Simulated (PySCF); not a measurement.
Computed vibrations of [Nd(NH3)2]3+

[Nd(NH3)2]3+ (singlet in the valence; each metal's 4f electrons, 3 of them, lie in its core potential, out of spins and levels). PySCF 2.14.0, RKS PBE0, Nd lcecp-1-SVP with ECP49, N def2-SVP, H def2-SVP; non-relativistic Hamiltonian with scalar-relativistic core potentials where named; density fitting; no spin-orbit coupling. Central differences of gradients.

```xyz
9

Nd    0.0000    0.0000    0.0000
N     0.0000    0.0000    2.5022
H     0.8082    0.4666    2.9602
H    -0.8082    0.4666    2.9602
H     0.0000   -0.9332    2.9602
N     0.0000    0.0000   -2.5022
H     0.8082   -0.4666   -2.9602
H    -0.8082   -0.4666   -2.9602
H     0.0000    0.9332   -2.9602
```

Run from Python with OMP_NUM_THREADS=2. Where DIIS fails, smearing, a level shift and second-order steps follow.
It took 31 s on 2 threads of Arm Neoverse V1 (shared host).

Question: What are the harmonic wavenumbers and infrared intensities?

Answer: Modes are labelled in D3d; negative numbers are unstable modes, those under 60 cm⁻¹ near the noise; a finer grid moves soft modes by up to 10 cm⁻¹.
| cm⁻¹ | km/mol | symmetry |
| --- | --- | --- |
| -115 | – | eu |
| -115 | – | eu |
| 54 | 0.0 | a1u |
| 349 | 63.0 | a2u |
| 352 | 0.0 | a1g |
| 630 | 167.9 | eu |
| 630 | 167.9 | eu |
| 649 | 0.0 | eg |
| 649 | 0.0 | eg |
| 1420 | 297.0 | a2u |
| 1422 | 0.0 | a1g |
| 1595 | 107.3 | eu |
| 1595 | 107.3 | eu |
| 1598 | 0.0 | eg |
| 1598 | 0.0 | eg |
| 3318 | 630.7 | a2u |
| 3327 | 0.0 | a1g |
| 3387 | 379.1 | eu |
| 3387 | 379.1 | eu |
| 3387 | 0.0 | eg |
| 3387 | 0.0 | eg |

Question: Is this a minimum?

Answer: No: 2 unstable; the lowest moves the atoms so:
```
Nd   0.06 -0.05  0.00
N   -0.24  0.20  0.00
H   -0.27  0.23  0.03
H   -0.27  0.23 -0.09
H   -0.28  0.23  0.06
N   -0.24  0.20  0.00
H   -0.27  0.23 -0.09
H   -0.27  0.23  0.03
H   -0.28  0.23  0.06
```

An lcecp potential fixes the number of 4f electrons, so in runs with it no electron can move into or out of that shell.
